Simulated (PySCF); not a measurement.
C3H14Si3. Atoms are numbered in the order given.

```xyz
20

C     -0.8475    -1.7399     0.9629
C      0.1308    -0.8768     0.1654
C      1.5390    -0.9211     0.7762
Si     2.9278    -0.0408    -0.1594
Si    -0.5301     0.9006    -0.0357
Si    -2.7695     0.8854    -0.7373
H     -0.9959    -1.3436     1.9811
H     -1.8378    -1.8007     0.4834
H     -0.4672    -2.7700     1.0658
H      0.1844    -1.2756    -0.8654
H      1.8551    -1.9764     0.8804
H      1.5213    -0.5189     1.8057
H      2.8736    -0.3857    -1.6148
H      4.2458    -0.4848     0.3908
H      2.8412     1.4450    -0.0221
H     -0.4210     1.6315     1.2693
H      0.2833     1.6464    -1.0485
H     -3.6689     0.3854     0.3493
H     -2.9250    -0.0177    -1.9219
H     -3.2166     2.2587    -1.1262
```

Geometry: PBE0-D3(BJ)/def2-SVP. The structure was generated by enumeration; whether it is a known compound was not checked. One conformer was computed; it need not be the lowest.

Method: PBE0-D3(BJ)/def2-SVP in PySCF 2.14.0.

Frequencies are harmonic and unscaled.

Computed harmonic wavenumbers and intensities:
```csv
mode,ν (cm⁻¹),IR (km/mol),moving atoms (share of kinetic energy)
1,39,0.1,"Si 64 %, H 29 %"
2,69,0.2,"Si 44 %, H 35 %, C 21 %"
3,91,0.1,"H 62 %, Si 25 %, C 13 %"
4,123,0.1,"H 65 %, Si 19 %, C 16 %"
5,141,0.3,"H 37 %, Si 33 %, C 31 %"
6,165,0.5,"H 73 %, Si 23 %"
7,221,0.3,"H 75 %, C 15 %, Si 10 %"
8,278,1.6,"C 50 %, H 37 %, Si 13 %"
9,282,1.5,"H 66 %, C 25 %, Si 9 %"
10,333,1.0,"H 41 %, C 38 %, Si 22 %"
11,382,15.1,"H 84 %, C 10 %"
12,427,5.5,"Si 64 %, H 32 %"
13,504,3.4,"H 80 %, Si 14 %"
14,508,16.3,"H 70 %, Si 27 %"
15,560,9.0,"H 60 %, Si 26 %, C 14 %"
16,599,17.3,"H 68 %, Si 19 %, C 13 %"
17,651,27.3,"H 52 %, C 28 %, Si 21 %"
18,719,17.7,"H 88 %, C 9 %"
19,748,46.7,"C 46 %, H 39 %, Si 15 %"
20,768,330.4,"H 84 %, Si 14 %"
21,833,74.0,"H 67 %, C 27 %"
22,876,108.7,"H 88 %, Si 10 %"
23,918,39.8,H 94 %
24,924,141.3,H 93 %
25,933,13.2,"H 61 %, C 37 %"
26,935,43.9,H 97 %
27,940,14.3,H 97 %
28,943,105.7,H 95 %
29,952,39.7,H 97 %
30,1004,8.1,"H 75 %, C 24 %"
31,1074,14.0,"C 50 %, H 50 %"
32,1088,10.5,"H 73 %, C 26 %"
33,1146,1.8,"C 54 %, H 45 %"
34,1225,1.5,"H 66 %, C 33 %"
35,1268,0.7,"H 65 %, C 34 %"
36,1324,1.1,"H 74 %, C 26 %"
37,1392,2.2,"H 79 %, C 21 %"
38,1424,5.5,"H 92 %, C 8 %"
39,1462,7.8,H 96 %
40,1471,7.6,H 97 %
41,2201,63.2,H 97 %
42,2209,56.9,H 97 %
43,2214,23.3,H 98 %
44,2222,23.1,H 97 %
45,2223,198.2,H 96 %
46,2228,84.9,H 96 %
47,2229,122.4,H 96 %
48,2234,128.9,H 96 %
49,3031,17.7,H 94 %
50,3036,23.0,H 97 %
51,3040,5.8,H 92 %
52,3089,6.6,"H 91 %, C 9 %"
53,3125,18.8,"H 91 %, C 9 %"
54,3135,19.0,"H 91 %, C 9 %"
```
